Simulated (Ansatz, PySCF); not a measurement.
Barrier from R1 to the saddle point P1, each structure at its B3LYP-D3(BJ)/def2-TZVP stationary point, reached from a drawn start; harmonic modes at that level show the others as minima.
R1, CF3 (SMILES F[C](F)F) (charge 0, multiplicity 2):
```xyz
4

C      0.000     0.000     0.298
F      1.260     0.000    -0.099
F     -0.630     1.091    -0.099
F     -0.630    -1.091    -0.099
```
P1, CF3, a first-order saddle point (one imaginary mode, 1100i cm⁻¹) (charge 0, multiplicity 2):
```json
[
 {"atom": "C", "x (Å)": "0.0000", "y (Å)": "0.0000", "z (Å)": "0.0000"},
 {"atom": "F", "x (Å)": "1.3155", "y (Å)": "0.0000", "z (Å)": "0.0000"},
 {"atom": "F", "x (Å)": "-0.6578", "y (Å)": "1.1393", "z (Å)": "0.0000"},
 {"atom": "F", "x (Å)": "-0.6578", "y (Å)": "-1.1393", "z (Å)": "0.0000"}
]
```

Quantity: the barrier height.

P less R. No zero-point or thermal terms; open shells are unrestricted. No path was followed down from the saddle.

Frozen-core correlation throughout. CBS: X⁻³ extrapolation of the correlation energy, Hartree–Fock from the larger set.

Programs: Ansatz (Gaussian orbitals); PySCF for the D3/D4 terms. No computed number here is a measurement.

Costs are ratios of core time to PBE/def2-TZVPP (roughly 5 s), for whole runs (searches for the state included, and forces where a run took them) on one shared machine, so rough; each difference counts from 29.46 kcal/mol (CCSD(T)/CBS(cc-pVTZ, cc-pVQZ), a level with limits of its own).

A star marks coupled-cluster runs past 200 virtual orbitals, where the program's memory plan changes under this machine's limit, so their costs aren't comparable with smaller runs.

| level | basis functions | cost |
|---|---|---|
| SVWN5/def2-TZVPP | 124 | ×0.6 |
| PBE/def2-TZVPP | 124 | ×1 |
| BLYP-D3(BJ)/def2-TZVPP | 124 | ×1 |
| revPBE/def2-TZVPP | 124 | ×1 |
| revPBE-D3(BJ)/def2-TZVPP | 124 | ×1 |
| B3LYP/def2-TZVPP | 124 | ×1 |
| B3LYP-D3(BJ)/def2-TZVPP | 124 | ×1 |
| B2PLYP/def2-TZVPP | 124 | ×2 |
| CCSD(T)/cc-pVDZ | 56 | ×3 |
| wB97M-V/def2-TZVPP | 124 | ×3 |
| CCSD(T)/cc-pVTZ | 120 | ×20 |
| CCSD(T)/cc-pVQZ | 220 | ×100* |

Which is the cheapest listed level whose difference stays within 1.00 kcal/mol?

CCSD(T)/cc-pVDZ (-0.36 kcal/mol, cost ×3).

With a budget of 30 times the cost of PBE/def2-TZVPP, which level comes closest?

CCSD(T)/cc-pVTZ, at -0.23 kcal/mol; next is CCSD(T)/cc-pVDZ at -0.36 kcal/mol.

What does the step from CCSD(T)/cc-pVDZ to CCSD(T)/cc-pVTZ cost and buy?

56 to 120 functions, cost ×7 (rough); the difference goes from -0.36 to -0.23 kcal/mol.

Each difference (kcal/mol): SVWN5/def2-TZVPP -5.30; PBE/def2-TZVPP -4.55; BLYP-D3(BJ)/def2-TZVPP -4.97; revPBE/def2-TZVPP -4.44; revPBE-D3(BJ)/def2-TZVPP -4.41; B3LYP/def2-TZVPP -4.01; B3LYP-D3(BJ)/def2-TZVPP -4.00; B2PLYP/def2-TZVPP -1.65; CCSD(T)/cc-pVDZ -0.36; wB97M-V/def2-TZVPP -3.46; CCSD(T)/cc-pVTZ -0.23; CCSD(T)/cc-pVQZ -0.03.

Ansatz is a first-principles code.
